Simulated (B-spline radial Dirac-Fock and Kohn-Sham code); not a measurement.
Z = 48 (cadmium), transition energy 292 keV. Calculated with a radial atomic solver, using a Dirac-Hartree-Slater potential of the neutral atom with a Latter tail (no hole, which puts coefficients of high multipoles low close above an edge), finite nucleus with surface currents. Subshells that would emit electrons below 1 keV are left out.

Q: A pure transition shows α(K) = 1.48, L1/L2 = 5.51 and L1/L3 = 3.21. What is its multipolarity?
A. E4
B. E3
C. M3
D. E1
E. M1
F. M2
G. E2
H. M4

A: H. For comparison, α(K), L1/L2, L1/L3 are E1 0.00727, 20.4, 14.7; E2 0.0301, 4.53, 4.99; E3 0.109, 1.39, 1.94; E4 0.380, 0.589, 0.921; M1 0.0223, 21.2, 73.1; M2 0.0980, 12.0, 23.8; M3 0.384, 7.74, 7.10.
